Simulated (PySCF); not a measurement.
Molecule: Si(H)(Cl)(Br)(NH2), SMILES [SiH](N)(Br)Cl. Atoms near the plane z = 0.0 Å, at the PBE0/def2-SVP optimised geometry (x, y, z in Å): Si1 (-0.8, -0.7, 0.0), Br4 (1.4, -0.7, 0.0), H5 (-1.4, 0.7, 0.0).

Computed with PySCF with PBE0/def2-TZVP. Cells within 0.4 Å of a nucleus heavier than hydrogen are left out (blank, or x). The values are rescaled to run from 0 to 1.

```
|11111111111111111111111111111|
|11111111111111111111111111111|
|11111111111111111111111111111|
|11111111111111111111111111111|
|11111111111111111111111111111|
|11111111111111111111111111111|
|11111111111111111111111111111|
|11111111111111111111111111111|
|11111111111111111111111111111|
|11111111111111111111111111111|
|11111111222211111111111111111|
|11111112674321111112211111111|
|11111124897421111122221111111|
|11111124787421112222222111111|
|11111123565311122222322111111|
|11111111232111233212232111111|
|1111110001xxx234311xx22111111|
|1111110001xxx23431xxxx2111111|
|1111110001xx1134321xx32111111|
|11111111111000233222332111111|
|11111111110000122222322111111|
|11111111111000112222222111111|
|11111111111111111122221111111|
|11111111111111111112211111111|
|11111111111111111111111111111|
|11111111111111111111111111111|
|11111111111111111111111111111|
|11111111111111111111111111111|
|11111111111111111111111111111|
```
Scale: ten equal steps from 0.000 (start of '0') to 1.00 (end of '9'), in the order '0123456789'; x runs from -3.50 to 3.50, y from -3.50 (bottom) to 3.50 (top).

Problem. Which quantity is mapped?
A. Laplacian of the electron density
B. deformation density (molecule minus spherical neutral atoms)
C. electrostatic potential
D. an orbital amplitude

Solution. B, deformation density (molecule minus spherical neutral atoms). In full: deformation density (molecule minus spherical neutral atoms) (e/bohr³).
